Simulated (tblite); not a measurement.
CH4ClFSi.
InChI=1S/CH4ClFSi/c1-4(2)3/h4H,1H3/t4-/m1/s1

All values are computed: GFN2-xTB (tblite) harmonic vibrations without scaling, gas phase. The method is semi-empirical: single wavenumbers can be off by several per cent or more. Modes of hydrogen on silicon can be 10 to 20 % off.

Harmonic wavenumbers (cm⁻¹): 101.3, 157.9, 189.2, 235.5, 501.0, 626.7, 653.2, 751.1, 807.5, 835.4, 852.1, 1378.9, 1466.7, 1472.5, 2356.8, 3023.0, 3044.8, 3050.0.

A = 6107, B = 3369, C = 2438 MHz; mass 97.975 u (most abundant isotopes); point group C1, symmetry number 1.

Task: Zero-point energy?

Result: Half the sum of the wavenumbers: 10752 cm⁻¹ = 128.62 kJ/mol.

Task: What is S at 500 K and 1 bar for an ideal gas of classical rigid rotors and harmonic oscillators?

Result: Translation 176.78, rotation 116.33, vibration 87.26: S = 380.4 J/(mol K).

Task: And Cp and H(500 K) − H(0)?

Result: Cp = 114.73 J/(mol K), of which vibrations give 81.48 (their classical limit is 18 R = 149.7); H(500 K) − H(0) = 39.33 kJ/mol without the zero-point energy, 22.70 from vibrations.

Task: What must be added to the electronic energy to get the Gibbs energy at 500 K and 1 bar?

Result: ZPE + [H(500 K) − H(0)] − T·S = 128.62 + 39.33 − 190.19 = -22.24 kJ/mol.

Task: How do the functions run with temperature in this model?

Result: 
```
T (K)  S (J/(mol K))  Cp (J/(mol K))  H − H(0) (kJ/mol)  G − H(0) (kJ/mol)  ln q(vib)
  100          252.0            54.3               4.17             -21.03       0.48
  200          295.4            72.6              10.53             -48.55       1.61
  300          328.2            89.8              18.67             -79.78       2.77
  800          439.6           136.9              77.37            -274.29       8.10
 1000          471.2           146.8             105.79            -365.45       9.93
```

q(vib) and H(0) count from the zero-point level.

Hindered rotation and anharmonicity are outside this model. The structure is chiral; the term R ln 2 for an equal mix with its mirror image is left out.
